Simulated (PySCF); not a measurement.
# salicylaldehyde: full NMR table

| Quantity | Value |
| --- | --- |
| Formula | C7H6O2 |
| SMILES | O=Cc1ccccc1O |
| InChI | InChI=1S/C7H6O2/c8-5-6-3-1-2-4-7(6)9/h1-5,9H |
| Point group of the computed structure | Cs |
| Degrees of unsaturation | 5 |
| Carbon signals | 7 |
| Proton signals | 6 |

Numbering as in the mapped SMILES `[O:1]=[CH:2][c:3]1[cH:4][cH:5][cH:6][cH:7][c:8]1[OH:9]`. Hydrogens are named by the atom that carries them.

Computed data (PySCF): GIAO PBE0/pcSseg-1 shieldings, GFN2-xTB structure. Single conformer, in vacuum, relativity neglected.

Chemical shifts δ = σref − σ; TMS for ¹H, ¹³C; H2O for ¹⁷O, all at this level.

```tsv
carbon	δC, type	δH (multiplicity)	HMBC from (2–3 bonds)	span of the C tensor (ppm)
C2	201.9, CH	10.03 (s)	H(C4)	179
C3	123.6, C	–	H(C2), H(C4), H(C7), H(C5)	178
C4	139.8, CH	7.61 (d)	H(C2), H(C6), H(C5)	228
C5	123.2, CH	7.16 (m)	H(C6), H(C4), H(C7)	217
C6	143.0, CH	7.80 (m)	H(C4), H(C7), H(C5)	245
C7	123.7, CH	7.28 (d)	H(C6), H(C5)	187
C8	171.9, C	–	H(C2), H(C6), H(C4), H(C7)	177
```

Other nuclei:
| atoms | nucleus | environment | δ (ppm) | σ (ppm) |
| --- | --- | --- | --- | --- |
| H(O9) | ¹H | hydrogen on a phenol-type oxygen | 12.15 | 19.57 |
| O1 | ¹⁷O | aldehyde oxygen | 570.4 | -234.3 |
| O9 | ¹⁷O | phenol-type oxygen | 140.8 | 195.3 |

Carbon types of the structure: 2 × C, 5 × CH, leaving 1 H on heteroatoms. δC 201.9: aldehyde carbonyl carbon; the double bond to the heteroatom, with no lone-pair donor beside it, deshields it most. δC 171.9: aromatic carbon bearing oxygen; the electronegative substituent deshields the carbon that carries it. δC 123.6: substituted aromatic carbon. δH 12.15: hydrogen on a phenol-type oxygen; exchangeable; this is the value without hydrogen bonding to other molecules. δH 10.03: hydrogen on an aldehyde carbonyl carbon; deshielded by the polar, anisotropic C=O bond.

The OH or NH signal is concentration- and solvent-dependent in practice; the value given is the gas-phase one. Shifts are as computed. Against solution values, carbons near 30 ppm lie about +3 ppm off and those near 130 ppm about +5 ppm. Of 1211 compounds with measured shifts, 218 miss one by over three times the rms of a fit or turn the order of signals round; such compounds aren't used in these exercises. Unscaled 17O shifts of doubly bonded oxygen tend to come out too high, by tens of ppm or more. Experimental scales use liquid or dissolved standards, which lie at an offset from isolated H2O (liquid H2O: subtract about 36 ppm). No couplings were computed; multiplicities are counted from neighbouring protons, with m where these are inequivalent, close in shift, in a saturated or five-membered ring or joined by F or P, and br s for small geminal =CH2 splittings.
